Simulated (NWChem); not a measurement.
System: HgI, doublet; SMILES [I][Hg]

Results from NWChem. Spin-unrestricted. Coordinates come from a PBE0/def2-SVP, spin-unrestricted optimisation. The spin multiplicity was typed, not searched, and may not be the lowest. No stability test was run on the SCF state. def2 effective core potentials on I, Hg; no spin-orbit coupling. Vertical excitations in the gas phase; the lowest state need not have the same character in each row. Excited states of an open shell can be spin-contaminated.

```csv
level,lowest excitation (eV),oscillator strength of that lowest state,lowest state with f > 0.02 (eV),oscillator strength of that bright state,"lowest empty minus highest occupied level, either spin (eV)"
"PBE/def2-SVP, TDA",0.92,0.000,3.66,0.107,0.69
"B3LYP/def2-SVP, TDA",0.99,0.000,3.63,0.141,1.91
"UHF/def2-SVP, CIS",[?],0.001,[?],[?],[?]
"CAM-B3LYP/def2-SVP, TDA",1.15,0.000,3.55,0.171,4.39
```

Task: Complete the blanks.

Result: 
- UHF/def2-SVP, CIS, lowest excitation (eV): 2.09
- UHF/def2-SVP, CIS, lowest state with f > 0.02 (eV): 3.43
- UHF/def2-SVP, CIS, oscillator strength of that bright state: 0.200
- UHF/def2-SVP, CIS, lowest empty minus highest occupied level, either spin (eV): 7.67
